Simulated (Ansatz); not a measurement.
The lowest singlet and triplet of C4H6 (SMILES [CH2]C([CH2])=C); geometries from B3LYP-D3(BJ)/def2-TZVP, each state relaxed from the structure named, with no frequency check, low spin by broken symmetry.
Singlet (charge 0, multiplicity 1):
```xyz
10

C     -0.651     1.240    -0.047
C     -0.023     0.001     0.000
C      1.431    -0.065     0.017
C     -0.761    -1.176     0.030
H     -1.730     1.315    -0.061
H     -0.082     2.158    -0.071
H      1.940    -1.017     0.054
H      2.024     0.838    -0.006
H     -1.842    -1.154     0.018
H     -0.278    -2.142     0.067
```

```json
[
 {"level": "U-HF/cc-pVDZ (spin-contaminated)", "gap E(singlet) − E(triplet), vertical, at the singlet's geometry (kcal/mol)": "21.05", "cost": "-"},
 {"level": "R-SVWN5/def2-TZVPP", "gap E(singlet) − E(triplet), vertical, at the singlet's geometry (kcal/mol)": "31.13", "cost": "×1"},
 {"level": "R-r2SCAN/def2-TZVPP", "gap E(singlet) − E(triplet), vertical, at the singlet's geometry (kcal/mol)": "50.41", "cost": "×2"},
 {"level": "R-B3LYP/def2-TZVPP", "gap E(singlet) − E(triplet), vertical, at the singlet's geometry (kcal/mol)": "44.65", "cost": "×1"},
 {"level": "U-B3LYP/def2-TZVPP (spin-contaminated)", "gap E(singlet) − E(triplet), vertical, at the singlet's geometry (kcal/mol)": "10.21", "cost": "×2"},
 {"level": "R-PBE0/def2-TZVPP", "gap E(singlet) − E(triplet), vertical, at the singlet's geometry (kcal/mol)": "50.07", "cost": "×1"},
 {"level": "U-PBE0/def2-TZVPP (spin-contaminated)", "gap E(singlet) − E(triplet), vertical, at the singlet's geometry (kcal/mol)": "11.64", "cost": "×2"},
 {"level": "R-BHLYP/def2-TZVPP", "gap E(singlet) − E(triplet), vertical, at the singlet's geometry (kcal/mol)": "59.98", "cost": "×2"},
 {"level": "U-BHLYP/def2-TZVPP (spin-contaminated)", "gap E(singlet) − E(triplet), vertical, at the singlet's geometry (kcal/mol)": "14.24", "cost": "×5"},
 {"level": "U-wB97X-V/def2-TZVPP (spin-contaminated)", "gap E(singlet) − E(triplet), vertical, at the singlet's geometry (kcal/mol)": "12.64", "cost": "×20"},
 {"level": "R-wB97M-V/def2-TZVPP", "gap E(singlet) − E(triplet), vertical, at the singlet's geometry (kcal/mol)": "49.92", "cost": "×8"},
 {"level": "R-B2PLYP/def2-TZVPP", "gap E(singlet) − E(triplet), vertical, at the singlet's geometry (kcal/mol)": "40.03", "cost": "×2"},
 {"level": "U-B2PLYP/def2-TZVPP (spin-contaminated)", "gap E(singlet) − E(triplet), vertical, at the singlet's geometry (kcal/mol)": "10.77", "cost": "×4"},
 {"level": "U-MP2/cc-pVDZ (spin-contaminated)", "gap E(singlet) − E(triplet), vertical, at the singlet's geometry (kcal/mol)": "14.12", "cost": "-"},
 {"level": "U-SCS-MP2/cc-pVDZ (spin-contaminated)", "gap E(singlet) − E(triplet), vertical, at the singlet's geometry (kcal/mol)": "13.99", "cost": "-"},
 {"level": "U-CCSD/cc-pVDZ (spin-contaminated)", "gap E(singlet) − E(triplet), vertical, at the singlet's geometry (kcal/mol)": "11.07", "cost": "-"},
 {"level": "SA-CASSCF(4,4)/cc-pVDZ", "gap E(singlet) − E(triplet), vertical, at the singlet's geometry (kcal/mol)": "20.40", "cost": "-"},
 {"level": "SC-NEVPT2 on SA-CASSCF(4,4)/cc-pVDZ", "gap E(singlet) − E(triplet), vertical, at the singlet's geometry (kcal/mol)": "19.95", "cost": "-"},
 {"level": "FIC-NEVPT4(SD) on SA-CASSCF(4,4)/cc-pVDZ", "gap E(singlet) − E(triplet), vertical, at the singlet's geometry (kcal/mol)": "19.55", "cost": "-"},
 {"level": "FIC-MRCISD+Q on SA-CASSCF(4,4)/cc-pVDZ", "gap E(singlet) − E(triplet), vertical, at the singlet's geometry (kcal/mol)": "19.72", "cost": "-"}
]
```

The rows run from 10.21 (U-B3LYP/def2-TZVPP (spin-contaminated)) to 59.98 kcal/mol (R-BHLYP/def2-TZVPP). The 7 R-functionals in def2-TZVPP without D3 or D4 span 28.86, from R-SVWN5 to R-BHLYP.

A positive gap puts the triplet lower; no zero-point energy. R- takes a restricted singlet, here one determinant of a half-filled degenerate or near-degenerate pair, which mixes singlet states. U- takes an unrestricted singlet (broken symmetry where lower, unprojected). The triplet is unrestricted in single-reference levels. Active spaces average the two states.

Cores are frozen in the correlated methods.

Doubts at one or more of the structures used: a restricted determinant that unrestricted orbitals would lower (R-SVWN5/def2-TZVPP, R-r2SCAN/def2-TZVPP, R-B3LYP/def2-TZVPP, R-PBE0/def2-TZVPP, R-BHLYP/def2-TZVPP, R-wB97M-V/def2-TZVPP, R-B2PLYP/def2-TZVPP); the program's own flag: other amplitudes (U-CCSD/cc-pVDZ (spin-contaminated)).

Run with Ansatz (Gaussian orbitals). Values without a source in brackets are computed.

Costs are rough ratios of core time to R-PBE/def2-TZVPP (about 10 s over the structures, on one shared machine); a dash marks a level with no comparable run of its own.

Ansatz is a first-principles code.
